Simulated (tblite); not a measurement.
Start geometry of `[SiH3]O[SiH](O[SiH3])O[SiH2]Cl` from a force field or distance geometry (Å):
```
atom  x, y, z in Å
Si1    2.625   -1.016   -0.250
O2     1.210   -1.098   -1.263
Si3    0.002   -0.010   -0.713
O4     0.785    1.470   -0.408
Si5   -0.128    2.582    0.500
O6    -0.825   -0.659    0.646
Si7   -2.232   -1.515    0.181
Cl8   -2.829   -2.898    1.639
H9     3.848   -1.351   -1.000
H10    2.712    0.273    0.448
H11    2.413   -2.041    0.791
H12   -1.055    0.179   -1.748
H13   -1.260    3.156   -0.234
H14    0.786    3.709    0.805
H15   -0.650    1.954    1.698
H16   -2.080   -2.185   -1.107
H17   -3.327   -0.537    0.003
```

Problem. What comes out of this run: tblite 0.8.0, GFN2-xTB geometry optimisation, gas phase?

Solution. 
```
atom  x, y, z in Å
Si1    2.4787   -0.9842    0.0719
O2     1.4249   -0.5004   -1.0695
Si3   -0.0074    0.1259   -1.4367
O4    -0.2386    1.5301   -0.6870
Si5   -0.3253    2.3469    0.7144
O6    -1.1664   -0.9110   -0.9808
Si7   -2.1874   -1.4337    0.1503
Cl8   -1.2307   -1.7891    1.8685
H9     3.5259   -1.6088   -0.7330
H10    2.9450    0.2023    0.7913
H11    1.8254   -1.9279    0.9764
H12   -0.1074    0.3172   -2.8596
H13   -1.3843    3.3222    0.4608
H14    0.9869    2.9611    0.9165
H15   -0.6699    1.4530    1.8212
H16   -2.6822   -2.6840   -0.4054
H17   -3.1940   -0.4077    0.3909
```

The energy falls by 183.0 kJ/mol over 145 L-BFGS steps, the largest force on an atom goes from 2.99 to 0.010 eV/Å, and the atoms move by 0.930 Å rms after alignment. The bond that changes most is Si1–O2 (oxygen-bound silicon to siloxane oxygen), which shortens by 0.115 Å. Bonds longer at the end by more than 0.005 Å: 1 of 16; shorter: 12. Among the angles that change most is Si1–O2–Si3, from 110.8° to 148.7°. Among the dihedrals that turn most is O4–Si3–O6–Si7, from 147° to -31°. Rotational constants go from 1053, 477.8, 366.2 to 864.7, 672.1, 547.3 MHz. The orientation of the end geometry is arbitrary; only internal coordinates are fixed.

GFN2-xTB frequencies show an imaginary mode (33i cm⁻¹), so the point is no minimum at that level. 3 starts were optimised and ended at 0.00, 0.29 and 0.93 kcal/mol (GFN2-xTB); the lowest of these is shown.

These are computed values.
